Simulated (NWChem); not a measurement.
System: CH$_{5}$AlO$_{2}$; SMILES [CH3][Al]([OH])[OH]

```xyz
9

Al    -0.0078    -0.0439     0.0016
C     -0.1872    -1.9707     0.0007
H      0.2356    -2.4008    -0.9220
H     -1.2394    -2.2846     0.0714
H      0.3646    -2.4194     0.8423
O     -1.4155     0.9174    -0.0009
H     -1.4832     1.8719    -0.0049
O      1.5582     0.6288     0.0019
H      1.8136     1.5508    -0.0022
```
Atoms are numbered in this order, from 1.

All runs: NWChem. Pople sets run with spherical d functions. STO-3G and 3-21G are far too small for this property and stand as cheap habits. All runs use the structure optimised with PBE0/def2-SVP. Field at 589 nm.

```json
[
 {"level": "B3LYP/STO-3G", "isotropic polarisability (bohr³)": "[?]", "anisotropy (bohr³)": "[?]"},
 {"level": "B3LYP/6-31G*", "isotropic polarisability (bohr³)": "37.4", "anisotropy (bohr³)": "11.3"},
 {"level": "B3LYP/def2-SVP", "isotropic polarisability (bohr³)": "37.6", "anisotropy (bohr³)": "11.5"},
 {"level": "B3LYP/def2-SVPD", "isotropic polarisability (bohr³)": "47.5", "anisotropy (bohr³)": "11.1"},
 {"level": "B3LYP/aug-cc-pVDZ", "isotropic polarisability (bohr³)": "48.3", "anisotropy (bohr³)": "12.0"}
]
```

Problem. Complete the blanks.

Solution. 
- B3LYP/STO-3G, isotropic polarisability (bohr³): 21.0
- B3LYP/STO-3G, anisotropy (bohr³): 16.0
